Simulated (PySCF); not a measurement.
**Electron correlation in Sb (antimony, neutral)**

[Kr] 4d10 5s1 5p4, high-spin 4P determinant (an excited configuration). All numbers are calculated (PySCF 2.14, a scalar-relativistic core potential, in aug-cc-pVDZ-PP with ECP28MDF). Frozen: 4s2 4p6 4d10; 5 electrons correlated.

```json
{"level": "CCSD", "correlation energy (mhartree)": "-80.57"}
{"level": "(T)", "correlation energy (mhartree)": "-5.91"}
{"level": "CCSD(T)", "correlation energy (mhartree)": "-86.48"}
{"level": "CCSDT", "correlation energy (mhartree)": "-87.93"}
```

Diagnostics: T1 = 0.035, D1 = 0.1011, largest double amplitude 0.308.

T1 exceeds 0.03, a sign that the reference determinant is poor. A double-excitation amplitude exceeds 0.15, a sign of near-degeneracy.

Cost of the coupled-cluster step: about 0.5 core-seconds, for 5 correlated electrons.
